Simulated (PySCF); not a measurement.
Structure with atom numbers: `[CH3:1]/[CH:2]=[C:3](\[CH3:4])[SiH2:5][NH2:6]`. Hydrogens are named by the atom that carries them.

Calculated, not measured (PySCF 2.14.0 with density-fitted response routines): σ from GIAO-PBE/pcSseg-1, geometry: PBE0-D3(BJ)/def2-SVP. One conformer, non-relativistic Hamiltonian, fast rotation and ring inversion assumed for equivalent nuclei, no solvent model.

Shifts are taken against calculated references (same method and geometry level): TMS for 13C (180.03 ppm), 1H (31.20 ppm), 29Si (334.61 ppm); 15N (265.06 ppm) vs NH3.

```tsv
atoms	nucleus	count	δ (ppm)
H(C4)	1H	3	2.02
N6	15N	1	13.9
H(Si5)	1H	2	4.99
H(C2)	1H	1	?
H(N6)	1H	2	-0.11
C3	13C	1	?
C2	13C	1	145.5
H(C1)	1H	3	1.85
Si5	29Si	1	-26.6
C1	13C	1	16.8
C4	13C	1	?
```

Q: Fill in the missing shifts.

A: 
- C3: 141.0 ppm, fully substituted alkene carbon; the olefinic region
- C4: 16.0 ppm, allylic methyl carbon; saturated and bonded to C and H only
- H(C2): 6.30 ppm, hydrogen on an alkene CH; attached to an sp2 carbon and in the plane of the double bond

Exchangeable OH/NH protons stand at their gas-phase positions; hydrogen bonding in a real sample shifts them, mostly to higher δ. Shifts are as computed. Against solution values, carbons near 30 ppm lie about +2 ppm off and those near 130 ppm about +2 ppm. Of 1211 compounds with measured shifts, 218 miss one by over three times the rms of a fit or turn the order of signals round; such compounds aren't used in these exercises. Experimental scales use liquid or dissolved standards, which lie at an offset from isolated NH3 (liquid NH3: subtract about 20 ppm).
